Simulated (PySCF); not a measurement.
Ligands exchanged one at a time, Si NH2-C2H5. Gas-phase values, no solvent. One relaxed conformer stands for each flexible species; it need not be the lowest. Strings in code marks are SMILES.

Computed with PBE-D3(BJ)/def2-TZVP // B3LYP-D3(BJ)/def2-SVP (PySCF 2.14.0). Excitations are Tamm–Dancoff values on a coarser integration grid. The basis has no diffuse functions, so Rydberg states are missing or too high.

```json
[
 {"species": "1 of 4 NH2 replaced by C2H5 (`[Si](N)(N)(CC)N`)", "HOMO (eV)": "-5.43", "T1 excitation (TDA) (eV)": "5.30", "S1–T1 gap (TDA) (eV)": "0.19", "S1 oscillator strength": "0.031"},
 {"species": "2 of 4 NH2 replaced by C2H5", "HOMO (eV)": "?", "T1 excitation (TDA) (eV)": "5.27", "S1–T1 gap (TDA) (eV)": "0.17", "S1 oscillator strength": "0.036"},
 {"species": "3 of 4 NH2 replaced by C2H5 (`CC[Si](N)(CC)CC`)", "HOMO (eV)": "-5.47", "T1 excitation (TDA) (eV)": "5.31", "S1–T1 gap (TDA) (eV)": "0.24", "S1 oscillator strength": "?"},
 {"species": "4 of 4 NH2 replaced by C2H5 (`CC[Si](CC)(CC)CC`)", "HOMO (eV)": "-6.39", "T1 excitation (TDA) (eV)": "?", "S1–T1 gap (TDA) (eV)": "0.09", "S1 oscillator strength": "?"}
]
```

Q: Fill in the missing entries.

A: 
- 2 of 4 NH2 replaced by C2H5, HOMO (eV): -5.46
- 3 of 4 NH2 replaced by C2H5 (`CC[Si](N)(CC)CC`), S1 oscillator strength: 0.032
- 4 of 4 NH2 replaced by C2H5 (`CC[Si](CC)(CC)CC`), T1 excitation (TDA) (eV): 6.46
- 4 of 4 NH2 replaced by C2H5 (`CC[Si](CC)(CC)CC`), S1 oscillator strength: 0.004
